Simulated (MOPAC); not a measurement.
MOPAC input (AM1):

```
AM1 1SCF UHF MS=0.5 GEO-OK AUX(PRECISION=9) THREADS=1
FI2Si

F    -0.04831700 1    2.29434400 1   -0.18131100 1
Si   -0.01423800 1    0.88829500 1    0.58571800 1
I    -2.05140300 1   -0.35434400 1   -0.04794900 1
I     2.06336900 1   -0.26990600 1   -0.07598100 1
```

From the output:

```
                                                       MOPAC v23.2.5 Linux

          FINAL HEAT OF FORMATION =        -66.11048 KCAL/MOL =    -276.60626 KJ/MOL

          COSMO AREA              =        144.30 SQUARE ANGSTROMS
          COSMO VOLUME            =        141.89 CUBIC ANGSTROMS

          IONIZATION POTENTIAL    =          9.759867 EV
          ALPHA SOMO LUMO (EV)    =         -9.760 -2.174
          BETA  SOMO LUMO (EV)    =        -10.794 -2.074
          NO. OF ALPHA ELECTRONS  =         13
          NO. OF BETA  ELECTRONS  =         12
          MOLECULAR WEIGHT        =        300.8929         POINT GROUP:  Cs

          MOLECULAR DIMENSIONS (Angstroms)

            Atom       Atom       Distance
            I     4    I     3     4.11573
            I     3    F     1     2.60976
           Si     2    I     3     0.70192

          SCF CALCULATIONS        =          1

   ATOM   CHEMICAL          X               Y               Z
  NUMBER   SYMBOL      (ANGSTROMS)     (ANGSTROMS)     (ANGSTROMS)

     1       F         -0.04831700  *   2.29434400  *  -0.18131100  *
     2      Si         -0.01423800  *   0.88829500  *   0.58571800  *
     3       I         -2.05140300  *  -0.35434400  *  -0.04794900  *
     4       I          2.06336900  *  -0.26990600  *  -0.07598100  *

                             CARTESIAN COORDINATES

   1    F       -0.048317000     2.294344000    -0.181311000
   2   Si       -0.014238000     0.888295000     0.585718000
   3    I       -2.051403000    -0.354344000    -0.047949000
   4    I        2.063369000    -0.269906000    -0.075981000

           Empirical Formula: F Si I2  =     4 atoms

      MOLECULAR POINT GROUP   :   Cs

          ALPHA EIGENVALUES
 -49.28272 -30.32262 -29.74456 -17.74948 -16.55976 -16.52620 -13.62437 -11.96920
 -11.61122 -10.96345 -10.94016 -10.60342  -9.75987  -2.17397  -2.10948   0.80104

           BETA EIGENVALUES
 -48.93451 -30.46425 -29.91461 -17.37897 -16.31882 -15.82618 -13.10786 -11.95248
 -11.19963 -11.02435 -10.86512 -10.79420  -2.07392  -1.86358  -1.64347   1.37004

              NET ATOMIC CHARGES AND DIPOLE CONTRIBUTIONS

  ATOM NO.   TYPE          CHARGE      No. of ELECS.   s-Pop       p-Pop
    1          F          -0.371626        7.3716     1.87556     5.49606
    2         Si           0.634253        3.3657     1.01963     2.34611
    3          I          -0.131314        7.1313     1.98323     5.14808
    4          I          -0.131314        7.1313     1.98323     5.14808
 DIPOLE           X         Y         Z       TOTAL
 POINT-CHG.     0.035    -0.996     2.186     2.402
 HYBRID        -0.035     1.456    -0.690     1.611
 SUM            0.001     0.460     1.496     1.565

          ATOMIC ORBITAL ELECTRON POPULATIONS

     Atom    s        px        py        pz
    1  F   1.87556   1.93090   1.72728   1.83788
    2 Si   1.01963   0.86289   0.60115   0.88207
    3  I   1.98323   1.43859   1.79730   1.91219
    4  I   1.98323   1.41807   1.82228   1.90773

                    (SZ)    =    0.500000
                    (S**2)  =    0.803977

          ATOMIC ORBITAL SPIN POPULATIONS

    Atom   Total    s     px     py     pz
         Atomic
    1  F  0.0816  0.002  0.009 -0.001  0.072
    2 Si  1.0809  0.329  0.116  0.056  0.580
    3  I -0.0813  0.003 -0.106 -0.032  0.054
    4  I -0.0813  0.003 -0.111 -0.027  0.055

 **********************
 *                    *
 * JOB ENDED NORMALLY *
 *                    *
 **********************

 == MOPAC DONE ==
```

The geometry given is a B3LYP-D3(BJ)/def2-TZVP minimum.
